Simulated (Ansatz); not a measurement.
SbF3. Charge 0, multiplicity 1. Geometry B3LYP-D4/def2-TZVP.

Cartesian coordinates in Å:
```
Sb -0.058 0.543 0.511
F 0.702 0.863 -1.203
F 0.945 -1.038 0.845
F -1.589 -0.368 -0.154
```

In the def2 sets Sb takes a core potential; there is no spin–orbit coupling. LC-ωPBE has ω = 0.4 bohr⁻¹. HSE06 is defined as in plane-wave codes, on full-range PBE exchange. The structure comes from a short search, and lower isomers may exist.

**Question.** Estimate the orbital energies around the gap (eV) in Ansatz with PBE-D4/def2-SVP, PBE-D4/def2-TZVPD, PBE0-D4/def2-SVP, HSE06-D4/def2-TZVP, LC-ωPBE/def2-TZVP.

**Answer.** 
```tsv
orbital	PBE-D4/def2-SVP	PBE-D4/def2-TZVPD	PBE0-D4/def2-SVP	HSE06-D4/def2-TZVP	LC-ωPBE/def2-TZVP
HOMO−13	-34.96	-35.12	-38.40	-37.90	-40.81
HOMO−12	-28.53	-29.48	-32.20	-32.59	-35.46
HOMO−11	-27.60	-28.62	-31.25	-31.69	-34.43
HOMO−10	-27.60	-28.62	-31.25	-31.69	-34.43
HOMO−9	-14.78	-15.17	-16.88	-16.65	-20.31
HOMO−8	-11.03	-11.53	-13.10	-12.99	-16.34
HOMO−7	-11.03	-11.53	-13.10	-12.99	-16.34
HOMO−6	-10.29	-10.77	-12.45	-12.32	-15.79
HOMO−5	-9.48	-10.10	-11.71	-11.69	-15.06
HOMO−4	-9.48	-10.10	-11.71	-11.69	-15.06
HOMO−3	-9.07	-9.68	-11.27	-11.24	-14.53
HOMO−2	-9.07	-9.68	-11.27	-11.24	-14.53
HOMO−1	-8.92	-9.55	-11.14	-11.13	-14.41
HOMO	-8.00	-8.51	-9.53	-9.42	-12.40
LUMO	-2.09	-2.54	-1.41	-2.07	0.44
LUMO+1	-2.09	-2.54	-1.41	-2.07	0.44
LUMO+2	-0.63	-1.30	0.26	-0.57	1.93
LUMO+3	4.11	0.05	4.99	3.18	5.40
LUMO+4	6.77	1.72	7.76	3.47	5.55
LUMO+5	6.79	1.72	7.77	3.47	5.55
```
